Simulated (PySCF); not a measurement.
This script is equivalent to a calculation on Cr (chromium, neutral).

```python
from pyscf import gto, scf, dft, mp, cc
import basis_set_exchange as bse
mol = gto.M(atom="Cr 0 0 0", charge=0, spin=6, symmetry="D2h",
            basis=gto.basis.parse(bse.get_basis("x2c-TZVPall", elements=["Cr"], fmt="nwchem", header=False)),
            nucmod="G")
mf = dft.UKS(mol, xc="M062X").sfx2c1e()
mf.irrep_nelec = {'Ag': (6, 3), 'B1g': (1, 0), 'B2g': (1, 0), 'B3g': (1, 0), 'B1u': (2, 2), 'B2u': (2, 2), 'B3u': (2, 2)}
mf.kernel()
```

(1) What total energy does it give?

(2) Which occupied shell lies highest, and where?

(3) What is ⟨S²⟩, and what would a pure spin state give?

## Answers

(1) -1050.732 hartree (calculated).

(2) 4s α, at -5.176 eV.

(3) 12.000, against 12.00.
